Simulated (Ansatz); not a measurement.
`NBBF` and `FBBCl` differ in one atom or group.

Ansatz, PBE0-D4/def2-TZVP geometries, multiplicity 1. Each molecule was computed in one conformer, which needn't be the lowest.

| property | `NBBF` |
| --- | --- |
| LUMO energy (PBE/def2-TZVPP) / eV | -2.70 |
| size of the dipole moment (PBE/def2-TZVPP) / D | 2.91 |
| LUMO energy (B3LYP/def2-TZVPP) / eV | -1.96 |
| HOMO energy (PBE/def2-TZVPP) / eV | -6.27 |
| HOMO–LUMO gap (ωB97M-V/def2-TZVPP) / eV | 10.27 |
| size of the dipole moment (ωB97M-V/def2-TZVPP) / D | 2.87 |

(1) Give the same properties after the change, and the shifts. (An estimate is asked.)

Answers

(1) Computed: 
```tsv
property	`FBBCl`	shift
LUMO energy (PBE/def2-TZVPP) / eV	-3.02	-0.32
size of the dipole moment (PBE/def2-TZVPP) / D	0.66	-2.25
LUMO energy (B3LYP/def2-TZVPP) / eV	-2.24	-0.28
HOMO energy (PBE/def2-TZVPP) / eV	-6.62	-0.35
HOMO–LUMO gap (ωB97M-V/def2-TZVPP) / eV	10.25	-0.02
size of the dipole moment (ωB97M-V/def2-TZVPP) / D	0.79	-2.08
```

The zero-point energy changes by -70.7 kJ/mol with -6 modes. Dipoles are sizes alone; their direction can turn.

B3LYP here is the variant with VWN-RPA as its local correlation; programs differ in this.
